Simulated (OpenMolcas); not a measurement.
Computed levels of 3d in ions with 19 electrons, in cm-1 above ²D_3/2.

```
Program             : OpenMolcas
Method              : SS-CASPT2, IPEA 0.25 Eh, imaginary shift 0.1 Eh
Basis               : ANO-RCC-VTZP
Scalar Hamiltonian  : DKH2, point nucleus
Spin-orbit coupling : state interaction with AMFI integrals over the reference wave functions, term energies averaged over their components
```

Active space for each ion: 1 electron in 10 orbitals (3d 4d); closed shells correlated by CASPT2: 3s 3p.

| Level | Sc2+ | V4+ | Cr5+ | Mn6+ | Fe7+ |
| --- | --- | --- | --- | --- | --- |
| ²D_5/2 | 196 | 612 | 923 | 1329 | 1808 |

Question: Estimate ²D_5/2 for Ti3+ from its neighbours Sc2+ and V4+.

Answer: ²D_5/2 is fine structure, which grows about as the fourth power of a screened charge, so the fourth roots are averaged: ((196^0.25 + 612^0.25) / 2)^4 = 361. The calculation gives 373, so the estimate is off by -3.2 %; the measured value is 382 (Corliss and Sugar, J. Phys. Chem. Ref. Data 8, 1 (1979)).

CASPT2 breaks the degeneracy within a term, and the mean is taken; among the terms shown or strongly mixed into the levels shown the widest spread is 14 cm-1 (3d ²D, Fe7+). With one active electron outside closed inactive shells, the extra shells (4d) add no correlation to the reference. With one active electron, CASPT2 adds the correlation within the correlated inactive shells and between them and that electron, and leaves the splitting within a term as the reference gives it. Computed and measured levels are paired by configuration, term and J; levels that our copy of the source lacks, or whose pairing is in doubt (as where it misses far off the trend of its configuration), stay unpaired and out of the deviations. Only configurations of the active space appear.
